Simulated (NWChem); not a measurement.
System: SiCl$_{2}$, singlet; SMILES Cl[Si]Cl

NWChem printed, in part:

```
             Northwest Computational Chemistry Package (NWChem) 7.3.0
             --------------------------------------------------------

                             Geometry "geometry" -> ""
                             -------------------------

 Output coordinates in angstroms (scale by  1.889725989 to convert to a.u.)

  No.       Tag          Charge          X              Y              Z
 ---- ---------------- ---------- -------------- -------------- --------------
    1 Si                  14.0000     0.00000000     0.00000000     0.93744500
    2 Cl                  17.0000    -1.61776700     0.00000000    -0.38720700
    3 Cl                  17.0000     1.61776700     0.00000000    -0.38720700

 Effective nuclear repulsion energy (a.u.)     167.7351905261

                                 NWChem DFT Module
                                 -----------------

 Summary of "ao basis" -> "ao basis" (spherical)
 ------------------------------------------------------------------------------
       Tag                 Description            Shells   Functions and Types
 ---------------- ------------------------------  ------  ---------------------
 Si                         def2-svp                 8       18   4s3p1d
 Cl                         def2-svp                 8       18   4s3p1d

 in cosmo_initialize ...
 calling solv_data for solv:hexane

 solvent parameters
 solvname_short: hexane
 solvname_long:  n-hexane
 dielec:        1.8819
 dielecinf:     1.8903
 nonaqueous SMD model solvent descriptors
 dielec:        1.8819
 sola:          0.0000
 solb:          0.0000
 solc:          0.0000
 solg:         25.7500
 solh:          0.0000
 soln:          1.3749

          ---------------
          -cosmo- solvent
          ---------------
 Cosmo: York-Karplus, doi: 10.1021/jp992097l
 dielectric constant -eps-     =   1.88
 screen = (eps-1)/(eps    )    =   0.46862
 surface charge correction     = lagrangian

   van der Waals surface
 --------------------------

 ---------- ATOMIC COORDINATES (A.U.) ------------ VDWR(ANG.) --
     1    0.00000000    0.00000000    1.77151418     2.470
     2   -3.05713634    0.00000000   -0.73171513     2.380
     3    3.05713634    0.00000000   -0.73171513     2.380
 number of segments per atom =        128
 number of   points per atom =        128
 atom (   nspa,  nppa )
 ----------------------
    1 (     68,     0 )       0
    2 (     92,     0 )       0
    3 (     92,     0 )       0
 number of -cosmo- surface points =      252
 molecular surface =    133.432 angstrom**2
 molecular volume  =    130.438 angstrom**3
 -lineq- algorithm             =   0
 -bem- low  level              =   3
 -bem- from -octahedral-
 gaussian surface charge width =   4.50000
 degree of switching           =   1.00000
 switching function tolerance  =   0.00010
 atomic radii =
 --------------
    1 14.000  2.470
    2 17.000  2.380
    3 17.000  2.380
 ...... end of -cosmo- initialization ......

 nat:                     3
 ixmem:                   608
 calling mnsol_interface()
 G(SMD-CDS) energy (kcal/mol)  =    -2.548
 SMD-CDS SASA (angstrom**2)    =   120.494

            General Information
            -------------------
          SCF calculation type: DFT
          Wavefunction type:  closed shell.
          No. of atoms     :     3
          No. of electrons :    48
           Alpha electrons :    24
            Beta electrons :    24
          Charge           :     0
          Spin multiplicity:     1
          Use of symmetry is: off; symmetry adaption is: off
          Maximum number of iterations: 150
          AO basis - number of functions:    54
                     number of shells:    24
          Convergence on energy requested:  1.00D-06
          Convergence on density requested:  1.00D-05
          Convergence on gradient requested:  5.00D-04

              XC Information
              --------------
                         PBE0 Method XC Functional
                     Hartree-Fock (Exact) Exchange  0.250
          PerdewBurkeErnzerhof Exchange Functional  0.750
            Perdew 1991 LDA Correlation Functional  1.000 local
           PerdewBurkeErnz. Correlation Functional  1.000 non-local

[...]

                                COSMO-SMD solvation results
                                ---------------------------

             internal energy in gas <Psi(g)|H|Psi(g)> =     -1209.150132277239
         internal energy in solvent <Psi(s)|H|Psi(s)> =     -1209.150082370071
                               delta internal energy  =         0.000049907168 (    0.03 kcal/mol)
   total free energy in solvent <Psi(s)|H+V/2|Psi(s)> =     -1209.151159482652
 polarization energy contribution <Psi(s)|V/2|Psi(s)> =        -0.001077112582 (   -0.68 kcal/mol)
    total free energy in solvent including G(SMD-CDS) =     -1209.155220233303
                       G(SMD-CDS) energy contribution =        -0.004060750650 (   -2.55 kcal/mol)
     1 M fixed-concentration free energy of solvation =        -0.005087956064 (   -3.19 kcal/mol)

                       DFT Final Molecular Orbital Analysis
                       ------------------------------------

 Vector   22  Occ=2.000000D+00  E=-3.484145D-01
              MO Center=  2.5D-08, -4.2D-11, -3.5D-01, r^2= 3.7D+00
   Bfn.  Coefficient  Atom+Function         Bfn.  Coefficient  Atom+Function
  ----- ------------  ---------------      ----- ------------  ---------------
    30      0.465921  2 Cl py                48     -0.465921  3 Cl py
    27      0.336003  2 Cl py                45     -0.336003  3 Cl py
    24      0.196428  2 Cl py                42     -0.196428  3 Cl py
    14     -0.062274  1 Si d -2

 Vector   23  Occ=2.000000D+00  E=-3.325447D-01
              MO Center=  1.3D-08, -1.7D-10, -3.4D-01, r^2= 3.8D+00
   Bfn.  Coefficient  Atom+Function         Bfn.  Coefficient  Atom+Function
  ----- ------------  ---------------      ----- ------------  ---------------
    29      0.383642  2 Cl px                47      0.383642  3 Cl px
    26      0.284238  2 Cl px                44      0.284238  3 Cl px
    31     -0.268681  2 Cl pz                49      0.268681  3 Cl pz
    28     -0.202212  2 Cl pz                46      0.202212  3 Cl pz
    23      0.164443  2 Cl px                41      0.164443  3 Cl px

 Vector   24  Occ=2.000000D+00  E=-2.806211D-01
              MO Center=  6.3D-09,  2.7D-09,  7.8D-01, r^2= 3.4D+00
   Bfn.  Coefficient  Atom+Function         Bfn.  Coefficient  Atom+Function
  ----- ------------  ---------------      ----- ------------  ---------------
     3      0.474079  1 Si s                  4      0.385880  1 Si s
    31     -0.337835  2 Cl pz                49     -0.337835  3 Cl pz
     2      0.274525  1 Si s                 10      0.249907  1 Si pz
    28     -0.227173  2 Cl pz                46     -0.227173  3 Cl pz
    13      0.209922  1 Si pz                 7     -0.132618  1 Si pz

 Vector   25  Occ=0.000000D+00  E=-1.004684D-01
              MO Center= -1.5D-09, -2.8D-09,  7.8D-01, r^2= 3.0D+00
   Bfn.  Coefficient  Atom+Function         Bfn.  Coefficient  Atom+Function
  ----- ------------  ---------------      ----- ------------  ---------------
    12      0.686872  1 Si py                 9      0.436458  1 Si py
    30     -0.283823  2 Cl py                48     -0.283823  3 Cl py
     6     -0.220609  1 Si py                27     -0.157451  2 Cl py
    45     -0.157451  3 Cl py                24     -0.090917  2 Cl py
    42     -0.090917  3 Cl py                32      0.032044  2 Cl d -2

 Vector   26  Occ=0.000000D+00  E= 1.170800D-02
              MO Center= -1.5D-09,  6.4D-10,  1.1D+00, r^2= 3.3D+00
   Bfn.  Coefficient  Atom+Function         Bfn.  Coefficient  Atom+Function
  ----- ------------  ---------------      ----- ------------  ---------------
    11      1.071773  1 Si px                22      0.383039  2 Cl s
    40     -0.383039  3 Cl s                 31      0.375724  2 Cl pz
    49     -0.375724  3 Cl pz                 8      0.360299  1 Si px
     5     -0.184807  1 Si px                29      0.176503  2 Cl px
    47      0.176503  3 Cl px                28      0.150094  2 Cl pz

 Vector   27  Occ=0.000000D+00  E= 2.751401D-02
              MO Center= -3.6D-09,  8.8D-10,  5.2D-01, r^2= 3.4D+00
   Bfn.  Coefficient  Atom+Function         Bfn.  Coefficient  Atom+Function
  ----- ------------  ---------------      ----- ------------  ---------------
    13      0.953296  1 Si pz                 3     -0.545084  1 Si s
    29      0.485412  2 Cl px                47     -0.485412  3 Cl px
    22      0.416818  2 Cl s                 40      0.416818  3 Cl s
    10      0.363549  1 Si pz                 4     -0.355237  1 Si s
     2     -0.238850  1 Si s                 26      0.180814  2 Cl px

     Multipole analysis of the density
     ---------------------------------

     L   x y z        total         alpha         beta         nuclear
     -   - - -        -----         -----         ----         -------
     0   0 0 0     -0.000000    -24.000000    -24.000000     48.000000

     1   1 0 0     -0.000000     -0.000000     -0.000000      0.000000
     1   0 1 0      0.000000      0.000000      0.000000      0.000000
     1   0 0 1      0.422301      0.249708      0.249708     -0.077116

     2   2 0 0    -29.951132   -173.858971   -173.858971    317.766809
     2   1 1 0      0.000000      0.000000      0.000000      0.000000
     2   1 0 1      0.000000      0.000000      0.000000      0.000000
     2   0 2 0    -26.345662    -13.172831    -13.172831      0.000000
     2   0 1 1     -0.000000     -0.000000     -0.000000      0.000000
     2   0 0 2    -28.429090    -45.284302    -45.284302     62.139514
```

Level: PBE0/def2-SVP, SMD on the gas-phase geometry. Low-valent species are run as closed-shell singlets; no triplet was tried in these runs. All runs use the structure optimised with PBE0/def2-SVP. Solvent: n-hexane.

Problem. Reconstruct the input file.

Solution. Several could match; the one computed here: the input that was run:
```
start job
memory heap 200 mb stack 900 mb global 1100 mb
geometry units angstroms noautosym nocenter noautoz
  Si     0.000000     0.000000     0.937445
  Cl    -1.617767     0.000000    -0.387207
  Cl     1.617767     0.000000    -0.387207
end
basis spherical
  * library def2-svp
end
dft
  xc pbe0
  iterations 150
end
cosmo
  do_cosmo_smd true
  solvent hexane
end
task dft energy
```
